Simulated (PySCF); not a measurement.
p-xylene (C8H10), SMILES Cc1ccc(C)cc1.

The structure is a stationary point at PBE0-D3(BJ)/def2-SVP.

All values below come from TDA-LC-ωPBE/def2-SVPD (PySCF).

Vertical excitations. Isolated molecule, no solvent.

Computed UV-visible absorptions:
```csv
state,energy (eV),λ (nm),f,main pairs
S1,5.46,227,0.006,"HOMO→LUMO 61 %, HOMO−1→LUMO+1 36 %"
S2,6.34,196,0.057,"HOMO→LUMO+1 62 %, HOMO−1→LUMO 35 %"
S3,7.44,167,0.005,HOMO→LUMO+2 83 %
S4,7.55,164,0.677,"HOMO−1→LUMO+1 58 %, HOMO→LUMO 33 %"
S5,7.62,163,1.309,"HOMO−1→LUMO 59 %, HOMO→LUMO+1 33 %"
S6,7.89,157,0.001,HOMO−1→LUMO+2 78 %
T1,3.84,322,0,"HOMO→LUMO+1 56 %, HOMO−1→LUMO 36 %"
T2,4.59,270,0,HOMO→LUMO 91 %
```
Triplets are in the Tamm–Dancoff approximation.
